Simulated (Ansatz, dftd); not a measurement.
System: SiH4S2, charge 0, singlet. SiH4S2 (SMILES S[SiH2]S).
B3LYP-D3(BJ)/def2-TZVP minimum from Ansatz (an electronic-structure program):
```
Si
H 1 1.4767
H 1 1.4767 2 110.98
S 1 2.1428 2 103.40 3 121.08
H 4 1.3446 1 94.97 2 178.70
S 1 2.1428 2 112.70 3 -115.43
H 6 1.3446 1 94.97 2 -61.40
```

Quantity: atomisation energy (electronic, to ground-state atoms), in kJ/mol. Radicals and triplets start from unrestricted determinants; spin-orbit coupling is neglected. Correlated methods leave the cores frozen. Rows without X2C or -DK are non-relativistic. CBS(X,Y): correlation extrapolated as X^-3, Hartree-Fock from the larger set. A bracket is a step between two methods taken in the basis named. Functionals run without relativity, which enters their misses. Double hybrids freeze cores in their MP2 part. '+ core + X2C': CCSD(T) terms for core correlation (cc-pwCVTZ, 1s frozen past Ne) and scalar relativity (cc-pVTZ-DK). For partners of very few electrons the exact lower level stands in for a higher one.

```tsv
level	program	atomisation energy (kJ/mol)
PBE-D3(BJ)/def2-TZVPD	Ansatz + dftd3	[?]
PBE/def2-TZVPD	Ansatz	2035.9
B3LYP-D4/def2-TZVPD	Ansatz + dftd4	2037.8
CAM-B3LYP-D4/def2-TZVPD	Ansatz + dftd4	2036.1
CAM-B3LYP/def2-TZVPD	Ansatz	2021.4
B2GP-PLYP/def2-TZVPD	Ansatz	[?]
MP2/CBS(cc-pV(T+d)Z,cc-pV(Q+d)Z)	Ansatz	2066.5
CCSDT(Q)/cc-pV(D+d)Z	Ansatz	[?]
CCSD(T)/CBS(cc-pV(T+d)Z,cc-pV(Q+d)Z) + [CCSDT(Q) - CCSD(T)]/cc-pV(D+d)Z + core + X2C	Ansatz	[?]
```

Q: Complete the blanks.

A: 
- PBE-D3(BJ)/def2-TZVPD, atomisation energy (kJ/mol): 2053.4
- B2GP-PLYP/def2-TZVPD, atomisation energy (kJ/mol): 1998.5
- CCSDT(Q)/cc-pV(D+d)Z, atomisation energy (kJ/mol): 1866.6
- CCSD(T)/CBS(cc-pV(T+d)Z,cc-pV(Q+d)Z) + [CCSDT(Q) - CCSD(T)]/cc-pV(D+d)Z + core + X2C, atomisation energy (kJ/mol): 2063.3
